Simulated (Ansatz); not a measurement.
Ansatz (a quantum-chemistry and plane-wave program) input (B3LYP-D3(BJ)/def2-TZVP):

Ansatz 0.2 input:
```yaml
crystal:
  periodic: [false, false, false]
  atoms:
    - {symbol: B, position_ang: [-0.00000000, -0.00000000, -0.78099334]}
    - {symbol: F, position_ang: [0.00000000, 0.00000000, 0.43388519]}
basis:
  gaussian:
    orbitals: def2-TZVP
hamiltonian:
  xc: b3lyp
  dispersion: d3bj
total_charge: 1
magnetization: {spin_polarized: true, initial_magnetization: 1}
phonons: {temperatures: {t_min: 298.15, t_max: 298.15, t_step: 100}}
```

Output:

```
Functional definition: B3LYP
integrals: 0.01 GiB planned
325 factors; their error is unknown
mean field: 0.13 GiB planned
mean field evaluation 1: about -3368.8921 eV, gradient 7.2e1 eV
mean field evaluation 2: about -3251.4808 eV, gradient 1.8e2 eV
mean field evaluation 4: about -3382.7795 eV, gradient 2.8e0 eV
mean field evaluation 8: about -3382.8162 eV, gradient 1.5e-2 eV
mean field -3382.81619401 eV, -124.3162021747 hartree, gradient 3.3e-5 eV, S^2 0.752119; 0 other end points of the search recorded, 0 dependent functions left out
the calculation of the forces begins
reference -3382.81633287 eV, -124.3162072776 hartree; 7, 6 occupied and 55, 56 virtual orbitals, 325 factors
these checks for a lower state are left out or cut short: stability, starts, cluster_reference, orbital_swaps, neighbouring_geometries, increment
integrals: 0.01 GiB planned
325 factors; their error is unknown
mean field: 0.13 GiB planned
mean field evaluation 16: about -3382.8061 eV, gradient 1.3e-1 eV
mean field -3382.81619401 eV, -124.3162021747 hartree, gradient 7.5e-7 eV, S^2 0.752119; 0 other end points of the search recorded, 0 dependent functions left out
the calculation of the forces begins
reference -3382.81633287 eV, -124.3162072776 hartree; 7, 6 occupied and 55, 56 virtual orbitals, 325 factors
these checks for a lower state are left out or cut short: stability, starts, cluster_reference, orbital_swaps, neighbouring_geometries, increment
integrals: 0.01 GiB planned
325 factors; their error is unknown
mean field: 0.13 GiB planned
mean field -3382.81619401 eV, -124.3162021747 hartree, gradient 7.5e-7 eV, S^2 0.752119; 0 other end points of the search recorded, 0 dependent functions left out
the calculation of the forces begins
reference -3382.81633287 eV, -124.3162072776 hartree; 7, 6 occupied and 55, 56 virtual orbitals, 325 factors
these checks for a lower state are left out or cut short: stability, starts, cluster_reference, orbital_swaps, neighbouring_geometries, increment
integrals: 0.01 GiB planned
325 factors; their error is unknown
mean field: 0.13 GiB planned
mean field evaluation 32: about -3382.8162 eV, gradient 8.3e-5 eV
mean field -3382.81619401 eV, -124.3162021747 hartree, gradient 7.5e-7 eV, S^2 0.752119; 0 other end points of the search recorded, 0 dependent functions left out
the calculation of the forces begins
reference -3382.81633287 eV, -124.3162072776 hartree; 7, 6 occupied and 55, 56 virtual orbitals, 325 factors
these checks for a lower state are left out or cut short: stability, starts, cluster_reference, orbital_swaps, neighbouring_geometries, increment
integrals: 0.01 GiB planned
325 factors; their error is unknown
mean field: 0.13 GiB planned
mean field -3382.81619401 eV, -124.3162021747 hartree, gradient 7.5e-7 eV, S^2 0.752119; 0 other end points of the search recorded, 0 dependent functions left out
the calculation of the forces begins
reference -3382.81633287 eV, -124.3162072776 hartree; 7, 6 occupied and 55, 56 virtual orbitals, 325 factors
these checks for a lower state are left out or cut short: stability, starts, cluster_reference, orbital_swaps, neighbouring_geometries, increment
integrals: 0.01 GiB planned
325 factors; their error is unknown
mean field: 0.13 GiB planned
mean field -3382.81596404 eV, -124.3161937233 hartree, gradient 1.5e-6 eV, S^2 0.752111; 0 other end points of the search recorded, 0 dependent functions left out
the calculation of the forces begins
reference -3382.81610292 eV, -124.3161988271 hartree; 7, 6 occupied and 55, 56 virtual orbitals, 325 factors
these checks for a lower state are left out or cut short: stability, starts, cluster_reference, orbital_swaps, neighbouring_geometries, increment
integrals: 0.01 GiB planned
325 factors; their error is unknown
mean field: 0.13 GiB planned
mean field -3382.81596697 eV, -124.3161938313 hartree, gradient 1.5e-6 eV, S^2 0.752126; 0 other end points of the search recorded, 0 dependent functions left out
the calculation of the forces begins
reference -3382.81610580 eV, -124.3161989332 hartree; 7, 6 occupied and 55, 56 virtual orbitals, 325 factors
these checks for a lower state are left out or cut short: stability, starts, cluster_reference, orbital_swaps, neighbouring_geometries, increment
integrals: 0.01 GiB planned
325 factors; their error is unknown
mean field: 0.13 GiB planned
mean field evaluation 64: about -3382.8162 eV, gradient 2.2e-6 eV
mean field -3382.81619401 eV, -124.3162021747 hartree, gradient 7.5e-7 eV, S^2 0.752119; 0 other end points of the search recorded, 0 dependent functions left out
the calculation of the forces begins
reference -3382.81633287 eV, -124.3162072776 hartree; 7, 6 occupied and 55, 56 virtual orbitals, 325 factors
these checks for a lower state are left out or cut short: stability, starts, cluster_reference, orbital_swaps, neighbouring_geometries, increment
integrals: 0.01 GiB planned
325 factors; their error is unknown
mean field: 0.13 GiB planned
mean field -3382.81619401 eV, -124.3162021747 hartree, gradient 7.5e-7 eV, S^2 0.752119; 0 other end points of the search recorded, 0 dependent functions left out
the calculation of the forces begins
reference -3382.81633287 eV, -124.3162072776 hartree; 7, 6 occupied and 55, 56 virtual orbitals, 325 factors
these checks for a lower state are left out or cut short: stability, starts, cluster_reference, orbital_swaps, neighbouring_geometries, increment
integrals: 0.01 GiB planned
325 factors; their error is unknown
mean field: 0.13 GiB planned
mean field -3382.81619401 eV, -124.3162021747 hartree, gradient 7.5e-7 eV, S^2 0.752119; 0 other end points of the search recorded, 0 dependent functions left out
the calculation of the forces begins
reference -3382.81633287 eV, -124.3162072776 hartree; 7, 6 occupied and 55, 56 virtual orbitals, 325 factors
these checks for a lower state are left out or cut short: stability, starts, cluster_reference, orbital_swaps, neighbouring_geometries, increment
integrals: 0.01 GiB planned
325 factors; their error is unknown
mean field: 0.13 GiB planned
mean field -3382.81619401 eV, -124.3162021747 hartree, gradient 7.5e-7 eV, S^2 0.752119; 0 other end points of the search recorded, 0 dependent functions left out
the calculation of the forces begins
reference -3382.81633287 eV, -124.3162072776 hartree; 7, 6 occupied and 55, 56 virtual orbitals, 325 factors
these checks for a lower state are left out or cut short: stability, starts, cluster_reference, orbital_swaps, neighbouring_geometries, increment
integrals: 0.01 GiB planned
325 factors; their error is unknown
mean field: 0.13 GiB planned
mean field -3382.81596697 eV, -124.3161938313 hartree, gradient 1.5e-6 eV, S^2 0.752126; 0 other end points of the search recorded, 0 dependent functions left out
the calculation of the forces begins
reference -3382.81610580 eV, -124.3161989332 hartree; 7, 6 occupied and 55, 56 virtual orbitals, 325 factors
these checks for a lower state are left out or cut short: stability, starts, cluster_reference, orbital_swaps, neighbouring_geometries, increment
integrals: 0.01 GiB planned
325 factors; their error is unknown
mean field: 0.13 GiB planned
mean field evaluation 96: about -3382.8059 eV, gradient 1.6e-1 eV
mean field -3382.81596404 eV, -124.3161937233 hartree, gradient 1.5e-6 eV, S^2 0.752111; 0 other end points of the search recorded, 0 dependent functions left out
the calculation of the forces begins
reference -3382.81610292 eV, -124.3161988271 hartree; 7, 6 occupied and 55, 56 virtual orbitals, 325 factors
Total energy: -3382.83258924 eV, -124.3168046881 hartree
Atom 0 at    -0.000000    -0.000000    -0.780993 Å, force     0.000000    -0.000000    -0.000001 eV/Å
Atom 1 at     0.000000     0.000000     0.433885 Å, force    -0.000000     0.000000     0.000001 eV/Å
Dipole moment:     0.000000     0.000000    -0.723383 e Å
Vibrations: 1698.86 cm⁻¹, zero-point energy 0.105316 eV
```
